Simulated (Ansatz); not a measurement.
Gas-phase electronic energies from Ansatz, PBE0-D4/def2-TZVP geometries. CCSD(T)/CBS is the MP2 limit (def2-TZVPP, def2-QZVPP) plus CCSD(T) − MP2 in def2-TZVPP, frozen cores. This one scheme is used for every species. DFT in def2-TZVPP. B3LYP here is the variant with VWN-RPA as its local correlation; programs differ in this. HSE06 is defined as in plane-wave codes. For Ge outer-core shells are correlated without core-valence functions, which leaves a few kJ/mol of doubt a bond. Scalar relativity is left out up to krypton.

`C[BH][GeH3]` → `BC` + `[GeH2]`  (germylene loss)

```json
{"level": "PBE-D4", "ΔE (kJ/mol)": "168.5", "difference from CCSD(T)/CBS": "3.1"}
{"level": "revPBE-D4", "ΔE (kJ/mol)": "158.7", "difference from CCSD(T)/CBS": "-6.7"}
{"level": "BLYP-D4", "ΔE (kJ/mol)": "137.6", "difference from CCSD(T)/CBS": "-27.8"}
{"level": "r2SCAN-D4", "ΔE (kJ/mol)": "179.7", "difference from CCSD(T)/CBS": "14.3"}
{"level": "B97M-V", "ΔE (kJ/mol)": "171.4", "difference from CCSD(T)/CBS": "6.0"}
{"level": "PBE0-D4", "ΔE (kJ/mol)": "174.5", "difference from CCSD(T)/CBS": "9.1"}
{"level": "B3LYP-D4", "ΔE (kJ/mol)": "146.9", "difference from CCSD(T)/CBS": "-18.5"}
{"level": "r2SCANh-D4", "ΔE (kJ/mol)": "179.6", "difference from CCSD(T)/CBS": "14.2"}
{"level": "HSE06-D4", "ΔE (kJ/mol)": "174.2", "difference from CCSD(T)/CBS": "8.8"}
{"level": "BHLYP-D4", "ΔE (kJ/mol)": "153.6", "difference from CCSD(T)/CBS": "-11.8"}
{"level": "CAM-B3LYP-D4", "ΔE (kJ/mol)": "156.8", "difference from CCSD(T)/CBS": "-8.6"}
{"level": "ωB97X-V", "ΔE (kJ/mol)": "167.8", "difference from CCSD(T)/CBS": "2.4"}
{"level": "ωB97M-V", "ΔE (kJ/mol)": "153.2", "difference from CCSD(T)/CBS": "-12.2"}
{"level": "B2PLYP", "ΔE (kJ/mol)": "152.3", "difference from CCSD(T)/CBS": "-13.1"}
{"level": "PBE", "ΔE (kJ/mol)": "161.9", "difference from CCSD(T)/CBS": "-3.5"}
{"level": "revPBE", "ΔE (kJ/mol)": "144.2", "difference from CCSD(T)/CBS": "-21.2"}
{"level": "BLYP", "ΔE (kJ/mol)": "124.1", "difference from CCSD(T)/CBS": "-41.3"}
{"level": "r2SCAN", "ΔE (kJ/mol)": "178.0", "difference from CCSD(T)/CBS": "12.6"}
{"level": "PBE0", "ΔE (kJ/mol)": "168.7", "difference from CCSD(T)/CBS": "3.3"}
{"level": "B3LYP", "ΔE (kJ/mol)": "136.3", "difference from CCSD(T)/CBS": "-29.1"}
{"level": "HSE06", "ΔE (kJ/mol)": "168.7", "difference from CCSD(T)/CBS": "3.3"}
{"level": "BHLYP", "ΔE (kJ/mol)": "144.3", "difference from CCSD(T)/CBS": "-21.1"}
{"level": "CAM-B3LYP", "ΔE (kJ/mol)": "150.7", "difference from CCSD(T)/CBS": "-14.7"}
{"level": "LC-ωPBE", "ΔE (kJ/mol)": "180.3", "difference from CCSD(T)/CBS": "14.9"}
{"level": "RPA@PBE/def2-TZVPP", "ΔE (kJ/mol)": "152.7", "difference from CCSD(T)/CBS": "-12.7"}
{"level": "HF/def2-SVP", "ΔE (kJ/mol)": "130.4", "difference from CCSD(T)/CBS": "-35.0"}
{"level": "MP2/def2-SVP", "ΔE (kJ/mol)": "170.6", "difference from CCSD(T)/CBS": "5.2"}
{"level": "CCSD/def2-SVP", "ΔE (kJ/mol)": "150.9", "difference from CCSD(T)/CBS": "-14.5"}
{"level": "CCSD(T)/def2-SVP", "ΔE (kJ/mol)": "155.4", "difference from CCSD(T)/CBS": "-10.0"}
{"level": "HF/def2-TZVPP", "ΔE (kJ/mol)": "125.9", "difference from CCSD(T)/CBS": "-39.5"}
{"level": "MP2/def2-TZVPP", "ΔE (kJ/mol)": "179.7", "difference from CCSD(T)/CBS": "14.3"}
{"level": "SCS-MP2/def2-TZVPP", "ΔE (kJ/mol)": "163.5", "difference from CCSD(T)/CBS": "-1.9"}
{"level": "CCSD/def2-TZVPP", "ΔE (kJ/mol)": "162.4", "difference from CCSD(T)/CBS": "-3.0"}
{"level": "CCSD(T)/def2-TZVPP", "ΔE (kJ/mol)": "168.1", "difference from CCSD(T)/CBS": "2.7"}
{"level": "HF/def2-QZVPP", "ΔE (kJ/mol)": "124.3", "difference from CCSD(T)/CBS": "-41.1"}
{"level": "MP2/def2-QZVPP", "ΔE (kJ/mol)": "177.6", "difference from CCSD(T)/CBS": "12.2"}
{"level": "SCS-MP2/def2-QZVPP", "ΔE (kJ/mol)": "162.0", "difference from CCSD(T)/CBS": "-3.4"}
{"level": "HF/CBS(def2)", "ΔE (kJ/mol)": "124.1", "difference from CCSD(T)/CBS": "-41.3"}
{"level": "MP2/CBS(def2)", "ΔE (kJ/mol)": "177.0", "difference from CCSD(T)/CBS": "11.6"}
{"level": "CCSD/CBS(def2)", "ΔE (kJ/mol)": "159.7", "difference from CCSD(T)/CBS": "-5.7"}
{"level": "CCSD(T)/CBS", "ΔE (kJ/mol)": "165.4", "difference from CCSD(T)/CBS": "0"}
```

Largest T1 diagnostic among the species: 0.012.

At CCSD(T), def2-SVP lies −10.0 kJ/mol from the extrapolated value and def2-TZVPP +2.7 kJ/mol. Leaving LDA and LC-ωPBE aside and taking each functional with its dispersion term where it has one, the values, not all of them listed here, spread over 43.9 kJ/mol, from BLYP-D4 to PBE-QIDH. LDA lies +46.2 kJ/mol from PBE without D4. From PBE to PBE0 (25 % exact exchange), in def2-TZVPP and without D4, ΔE moves by +6.8 kJ/mol.
